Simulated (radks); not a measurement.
Results of a calculation; reference values are marked as such.
The fluorine anion F- inside a hard spherical wall (all orbitals vanish at R), configuration held at [Ne] and not refilled when levels cross. Level of theory: non-relativistic Kohn-Sham, PBE, spin-polarised, spherical densities, point nucleus (a radial shooting solver on a logarithmic mesh with Libxc functionals). Eigenvalues in eV for spin up, with the zero of energy where the potential of the charges vanishes at infinity; a dash marks a level that is unbound or too diffuse for the functional's potential to be trusted. A positive occupied level is held by the wall or, in an anion where self-interaction has pushed it up, behind a barrier. The pressure on the wall is -dE/dV.

[
 {"R (bohr)": "20", "E (hartree)": "-99.81120", "kinetic (hartree)": "99.533", "e(1s)": "-648.58", "e(2s)": "-16.898", "e(2p)": "1.319", "e(3s, empty)": "2.401", "e(3p, empty)": "2.599", "pressure (GPa)": "< 0.0001"},
 {"R (bohr)": "7", "E (hartree)": "-99.80632", "kinetic (hartree)": "99.555", "e(1s)": "-647.93", "e(2s)": "-16.333", "e(2p)": "1.860", "e(3s, empty)": "7.875", "e(3p, empty)": "10.266", "pressure (GPa)": "0.191"},
 {"R (bohr)": "6", "E (hartree)": "-99.79955", "kinetic (hartree)": "99.583", "e(1s)": "-647.42", "e(2s)": "-15.913", "e(2p)": "2.272", "e(3s, empty)": "10.039", "e(3p, empty)": "13.248", "pressure (GPa)": "0.701"},
 {"R (bohr)": "4", "E (hartree)": "-99.71019", "kinetic (hartree)": "99.938", "e(1s)": "-643.57", "e(2s)": "-13.119", "e(2p)": "5.197", "e(3s, empty)": "22.322", "e(3p, empty)": "28.318", "pressure (GPa)": "18.9"},
 {"R (bohr)": "3.5", "E (hartree)": "-99.61283", "kinetic (hartree)": "100.309", "e(1s)": "-640.67", "e(2s)": "-11.183", "e(2p)": "7.335", "e(3s, empty)": "30.508", "e(3p, empty)": "37.365", "pressure (GPa)": "54.1"},
 {"R (bohr)": "3", "E (hartree)": "-99.38814", "kinetic (hartree)": "101.130", "e(1s)": "-635.40", "e(2s)": "-7.769", "e(2p)": "11.191", "e(3s, empty)": "44.782", "e(3p, empty)": "52.214", "pressure (GPa)": "177"},
 {"R (bohr)": "2.5", "E (hartree)": "-98.81174", "kinetic (hartree)": "103.085", "e(1s)": "-625.12", "e(2s)": "-1.127", "e(2p)": "18.734", "e(3s, empty)": "72.023", "e(3p, empty)": "78.834", "pressure (GPa)": "687"}
]
